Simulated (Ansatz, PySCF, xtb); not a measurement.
Donor–acceptor adduct: AlH3 (SMILES [AlH3]) (first 4 atoms) with H2O (SMILES O); geometry from B3LYP-D3(BJ)/def2-TZVP, rigid monomers moved along the line of their centres of mass till Al1···O5 is 1.84 Å.
(charge 0, multiplicity 1):
```xyz
7

Al    -0.021     0.218     0.326
H      0.603    -0.935    -0.566
H     -1.608     0.386     0.337
H      0.869     1.510     0.619
O      0.100    -0.474     2.026
H     -0.765    -0.576     2.444
H      0.648     0.070     2.606
```

Monomers are frozen at their geometry in the pair; levels with a basis set take the counterpoise correction. Rows marked so take none.

Cores are frozen in the correlated methods. Rows in 6-31G* carry no dispersion term and start afresh at each structure (6-31G* with six Cartesian d functions). MP2/6-31G* freezes PySCF's default core.

Codes used: Ansatz (Gaussian orbitals); PySCF for 6-31G* rows, the dispersion terms; xtb for the GFN methods. Each number belongs to the level named beside it.

```csv
level,interaction energy (kcal/mol)
GFN1-xTB,-28.20
HF/aug-cc-pV(D+d)Z,-15.28
B3LYP-D3(BJ)/def2-TZVPPD,-18.25
B3LYP-D4/def2-TZVPPD,-18.02
PBE0/def2-TZVPPD,-19.28
M06-2X/6-31G* (no counterpoise),-26.19
MP2/6-31G*,-16.00
MP2/6-31G* (no counterpoise),?
CCSD(T)/aug-cc-pV(D+d)Z,?
```

Question: Fill in the missing entries.

Answer: 
- MP2/6-31G* (no counterpoise), interaction energy (kcal/mol): -22.63
- CCSD(T)/aug-cc-pV(D+d)Z, interaction energy (kcal/mol): -14.62

Ansatz is an electronic-structure program.
